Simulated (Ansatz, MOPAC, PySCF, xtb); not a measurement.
Dimer: N2 (SMILES N#N) (first 2 atoms) with CH4O (SMILES CO); geometry from B3LYP-D3(BJ)/def2-TZVP, rigid monomers moved along the line of their centres of mass till N2···O4 is 3.65 Å.
(charge 0, multiplicity 1):
```xyz
8

N     -0.3484     0.3628    -0.3261
N      0.3666    -0.3585     0.0709
C      0.1960    -0.4976     4.1228
O     -0.6648     0.4371     3.4858
H      0.8932    -0.0115     4.8140
H      0.7728    -0.9803     3.3354
H     -0.3619    -1.2688     4.6652
H     -1.1910     0.8816     4.1574
```

Counterpoise-corrected where a basis set is named; no monomer relaxation.

The state that PM7 reach isn't checked; PM7 holds dispersion and hydrogen-bond terms.

Codes used: Ansatz (Gaussian basis) for Hartree–Fock, density functionals and correlated methods; MOPAC for PM7 (differences of heats of formation); PySCF for the dispersion terms; xtb for the GFN methods. Each number belongs to the level named beside it.

Task: One of these levels gives -1.25 kcal/mol for the interaction energy. Which one is it?
(A) PM7
(B) GFN1-xTB
(C) PBE-D4/def2-TZVPPD

Result: A, PM7. The others give -0.33 (GFN1-xTB), -0.85 (PBE-D4/def2-TZVPPD)

Ansatz is a quantum-chemistry and plane-wave program.
